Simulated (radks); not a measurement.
Q: All-electron atom: Pt56+ in [Ne] 3s1.5 3p6 3d4 4s0.5 (fractional occupations, a model configuration). Method: Dirac Kohn-Sham, revPBE, spin-unpolarised, spherical densities, finite nucleus; open shells fill j = l - 1/2 first; Fermi nuclear charge, rms radius 5.427 fm; computed with a radial shooting solver on a logarithmic mesh with Libxc functionals. Some entries of the table are withheld. Estimate them.

| orbital | occ. | eigenvalue (eV) | r(max) (bohr) |
|---|---|---|---|
| 1s1/2 | 2 | -82133.09 | (1) |
| 2s1/2 | 2 | (2) | 0.06127 |
| 2p1/2 | 2 | -16963.52 | 0.04520 |
| 2p3/2 | 4 | -15214.81 | 0.05239 |
| 3s1/2 | 1.5 | (3) | (4) |
| 3p1/2 | 2 | -6366.452 | 0.1561 |
| 3p3/2 | 4 | -5932.321 | 0.1694 |
| 3d3/2 | 4 | (5) | (6) |
| 3d5/2 | 0 | (7) | (8) |
| 4s1/2 | 0.5 | -3384.655 | 0.3422 |

A: 
(1) 1s1/2 r(max) (bohr): 0.01062
(2) 2s1/2 eigenvalue (eV): -17501.22
(3) 3s1/2 eigenvalue (eV): -6584.144
(4) 3s1/2 r(max) (bohr): 0.1678
(5) 3d3/2 eigenvalue (eV): -5608.743
(6) 3d3/2 r(max) (bohr): 0.1304
(7) 3d5/2 eigenvalue (eV): -5510.414
(8) 3d5/2 r(max) (bohr): 0.1341
